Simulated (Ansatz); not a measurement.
Consider the formal exchange of groups at a B–H bond: `[BH]1[SiH2][GeH2]1` + `F/C=C/Cl` → `F[B]1[SiH2][GeH2]1` + `C=CCl`.

Program: Ansatz. Geometries: PBE0-D4/def2-TZVP. ΔE: electronic, gas phase. CBS: MP2 limit from def2 TZ/QZ plus the TZ coupled-cluster correction, frozen cores. This one scheme is used for every species. Functionals use def2-TZVPP. For Ge outer-core shells are correlated without core-valence functions, which leaves a few kJ/mol of doubt a bond. Scalar relativity is left out up to krypton.

| level | ΔE (kcal/mol) |
| --- | --- |
| ωB97X-V | -41.4 |
| B2PLYP | -40.8 |
| revPBE | -39.7 |
| BLYP | -39.8 |
| r2SCANh | -41.7 |
| SCS-MP2/def2-TZVPP | -40.1 |
| CCSD/def2-TZVPP | -41.3 |
| CCSD(T)/def2-TZVPP | -40.5 |

Q: What does CCSD(T)/CBS give? (Best estimate.)

A: The calculation gave: -41.2 kcal/mol. The listed levels differ from it by -0.2, 0.4, 1.5, 1.4, -0.5, 1.1, -0.1, 0.7 kcal/mol.

Largest T1 diagnostic among the species: 0.015.

From PBE to PBE0 (25 % exact exchange), in def2-TZVPP and without D4, ΔE moves by −0.9 kcal/mol. At CCSD(T), def2-SVP lies +1.2 kcal/mol from the extrapolated value and def2-TZVPP +0.7 kcal/mol.
